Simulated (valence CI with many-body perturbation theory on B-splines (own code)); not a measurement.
Results of a calculation; reference values are marked as such.
**Level structure of W41+**

Level of theory: valence CI with perturbative core correlation (CI+MBPT): five valence electrons over a frozen Dirac-Fock core [Ar] 3d10, a basis of 9 s, 9 p, 8 d, 6 f, 3 g, 1 h functions for each j, with the one-electron correlation potential Σ1, the two-electron term Σ2, the three-electron term Σ3, Breit, model QED; selected CI, second order for the rest, scaled by the run's own slope (own B-spline code, finite nucleus).

No measured spectrum was set against this ion. As an estimate, large intervals hold to a few tenths of a per cent, small ones and those within an open d or f shell to about a per cent. Among the levels kept, up to 770 cm⁻¹ of a level comes from second order outside the variational space, and about a tenth of that is noise between levels of different J, which matters for small intervals.

Levels 1 to 38 of 38, with energies above the lowest level, (4s^2 4p1/2^2 4p3/2) J=3/2. "Leading %" is the weight of the configuration and term that name the level; weights of strongly mixed levels are sums over their largest components and can fall short, so below about 35 % the name and the second component can differ from the true leading terms, or belong to a minority configuration. In the jj column 3d3/2^4 stands for four electrons in 3d with j = 3/2.

| No. | Configuration | Term | J | E (cm⁻¹) | Leading % | g | Leading jj | Second component |
| --- | --- | --- | --- | --- | --- | --- | --- | --- |
| 1 | 4s2 4p3 | 2P° | 3/2 | 0 | 47 | 1.365 | 4s^2 4p1/2^2 4p3/2 (99 %) | 26 % 4s2 4p3 4S° |
| 2 | 4s2 4p3 | 4S° | 3/2 | 718530 | 54 | 1.455 | 4s^2 4p1/2 4p3/2^2 (99 %) | 44 % 4s2 4p3 2D° |
| 3 | 4s2 4p3 | 2D° | 5/2 | 762560 | 99 | 1.195 | 4s^2 4p1/2 4p3/2^2 (99 %) |  |
| 4 | 4s2 4p3 | 2P° | 1/2 | 817950 | 99 | 0.659 | 4s^2 4p1/2 4p3/2^2 (99 %) |  |
| 5 | 4s2 4p2 4d | 2D | 3/2 | 1240600 | 38 | 0.789 | 4s^2 4p1/2^2 4d3/2 (97 %) | 35 % 4s2 4p2 4d 4F |
| 6 | 4s 4p4 | 4P | 5/2 | 1425400 | 23 | 1.310 | 4s^2 4p1/2^2 4d5/2 (66 %) | 20 % 4s2 4p2 4d 2D |
| 7 | 4s 4p4 | 4P | 5/2 | 1541300 | 48 | 1.373 | 4s 4p1/2^2 4p3/2^2 (64 %) | 17 % 4s 4p4 2D |
| 8 | 4s2 4p3 | 2P° | 3/2 | 1544400 | 52 | 1.303 | 4s^2 4p3/2^3 (98 %) | 28 % 4s2 4p3 2D° |
| 9 | 4s 4p4 | 2S | 1/2 | 1630100 | 57 | 2.115 | 4s 4p1/2^2 4p3/2^2 (92 %) | 30 % 4s 4p4 4P |
| 10 | 4s 4p4 | 2P | 3/2 | 1647000 | 38 | 1.170 | 4s 4p1/2^2 4p3/2^2 (87 %) | 34 % 4s 4p4 2D |
| 11 | 4s2 4p2 4d | 2F | 5/2 | 1955500 | 46 | 0.962 | 4s^2 4p1/2 4p3/2 4d3/2 (97 %) | 45 % 4s2 4p2 4d 4F |
| 12 | 4s2 4p2 4d | 4F | 3/2 | 1957500 | 36 | 0.915 | 4s^2 4p1/2 4p3/2 4d3/2 (96 %) | 27 % 4s2 4p2 4d 4D |
| 13 | 4s2 4p2 4d | 4D | 1/2 | 1960100 | 79 | 0.208 | 4s^2 4p1/2 4p3/2 4d3/2 (98 %) | 15 % 4s2 4p2 4d 2P |
| 14 | 4s2 4p2 4d | 2G | 7/2 | 1999500 | 47 | 1.047 | 4s^2 4p1/2 4p3/2 4d3/2 (95 %) | 27 % 4s2 4p2 4d 2F |
| 15 | 4s2 4p2 4d | 2D | 5/2 | 2116000 | 32 | 1.207 | 4s^2 4p1/2 4p3/2 4d3/2 (82 %) | 25 % 4s2 4p2 4d 4P |
| 16 | 4s2 4p2 4d | 4D | 7/2 | 2118000 | 48 | 1.310 | 4s^2 4p1/2 4p3/2 4d5/2 (99 %) | 36 % 4s2 4p2 4d 4F |
| 17 | 4s2 4p2 4d | 2P | 3/2 | 2125600 | 33 | 1.506 | 4s^2 4p1/2 4p3/2 4d5/2 (65 %) | 31 % 4s2 4p2 4d 4P |
| 18 | 4s2 4p2 4d | 2D | 3/2 | 2126000 | 38 | 1.143 | 4s^2 4p1/2 4p3/2 4d3/2 (81 %) | 20 % 4s2 4p2 4d 2P |
| 19 | 4s2 4p2 4d | 4P | 1/2 | 2132800 | 36 | 1.687 | 4s^2 4p1/2 4p3/2 4d3/2 (92 %) | 35 % 4s2 4p2 4d 2P |
| 20 | 4s2 4p2 4d | 2D | 5/2 | 2156100 | 32 | 1.171 | 4s^2 4p1/2 4p3/2 4d5/2 (77 %) | 22 % 4s2 4p2 4d 2F |
| 21 | 4s2 4p2 4d | 2G | 9/2 | 2166900 | 60 | 1.195 | 4s^2 4p1/2 4p3/2 4d5/2 (99 %) | 39 % 4s2 4p2 4d 4F |
| 22 | 4s2 4p2 4d | 2F | 7/2 | 2273000 | 52 | 1.111 | 4s^2 4p1/2 4p3/2 4d5/2 (91 %) | 24 % 4s2 4p2 4d 2G |
| 23 | 4s2 4p2 4d | 2D | 5/2 | 2275100 | 32 | 1.227 | 4s^2 4p1/2 4p3/2 4d5/2 (84 %) | 27 % 4s2 4p2 4d 4P |
| 24 | 4s2 4p2 4d | 2D | 3/2 | 2280800 | 47 | 1.030 | 4s^2 4p1/2 4p3/2 4d5/2 (74 %) | 20 % 4s2 4p2 4d 4D |
| 25 | 4s2 4p2 4d | 2P | 1/2 | 2290900 | 41 | 1.335 | 4s^2 4p1/2 4p3/2 4d5/2 (81 %) | 35 % 4s2 4p2 4d 2S |
| 26 | 4s 4p4 | 4P | 3/2 | 2329900 | 40 | 1.345 | 4s 4p1/2 4p3/2^3 (52 %) | 24 % 4s2 4p2 4d 2P |
| 27 | 4s 4p4 | 2D | 5/2 | 2377900 | 58 | 1.270 | 4s 4p1/2 4p3/2^3 (72 %) | 16 % 4s 4p4 4P |
| 28 | 4s 4p4 | 2P | 3/2 | 2456900 | 44 | 1.092 | 4s 4p1/2 4p3/2^3 (83 %) | 35 % 4s 4p4 2D |
| 29 | 4s 4p4 | 2P | 1/2 | 2458200 | 46 | 1.279 | 4s 4p1/2 4p3/2^3 (73 %) | 27 % 4s 4p4 4P |
| 30 | 4s 4p3 4d | 4D° | 5/2 | 2726700 | 27 | 1.264 | 4s 4p1/2^2 4p3/2 4d3/2 (92 %) | 23 % 4s 4p3 4d 6D° |
| 31 | 4s 4p3 4d | 6D° | 3/2 | 2734900 | 29 | 1.335 | 4s 4p1/2^2 4p3/2 4d3/2 (95 %) | 19 % 4s 4p3 4d 4D° |
| 32 | 4s 4p3 4d | 4P° | 1/2 | 2735400 | 44 | 2.514 | 4s 4p1/2^2 4p3/2 4d3/2 (94 %) | 35 % 4s 4p3 4d 6D° |
| 33 | 4s 4p3 4d | 4F° | 7/2 | 2752100 | 24 | 1.281 | 4s 4p1/2^2 4p3/2 4d3/2 (82 %) | 20 % 4s 4p3 4d 6D° |
| 34 | 4s2 4p2 4f | 4G° | 5/2 | 2795600 | 18 | 0.896 | 4s^2 4p1/2^2 4f5/2 (57 %) | 17 % 4s2 4p2 4f 2F° |
| 35 | 4s2 4p2 4d | 2D | 3/2 | 2830900 | 34 | 1.180 | 4s^2 4p3/2^2 4d3/2 (90 %) | 26 % 4s2 4p2 4d 4P |
| 36 | 4s 4p3 4d | 4F° | 3/2 | 2832400 | 26 | 0.986 | 4s 4p1/2^2 4p3/2 4d3/2 (80 %) | 18 % 4s 4p3 4d 2D° |
| 37 | 4s2 4p2 4d | 4P | 1/2 | 2834500 | 42 | 1.559 | 4s^2 4p3/2^2 4d3/2 (89 %) | 27 % 4s2 4p2 4d 2P |
| 38 | 4s2 4p2 4d | 2D | 5/2 | 2837300 | 28 | 1.193 | 4s^2 4p3/2^2 4d3/2 (88 %) | 22 % 4s2 4p2 4d 4D |

Where two levels of one J and parity lie close, their mixing, g and order are uncertain.

The ionisation energy to 4s2 4p2 3P_0 of the next ion comes out as 1996.4 eV (NIST: 1994.8 ± 2 eV (semi-empirical)). All 38 levels together are meant to be complete up to 2844300 cm⁻¹.
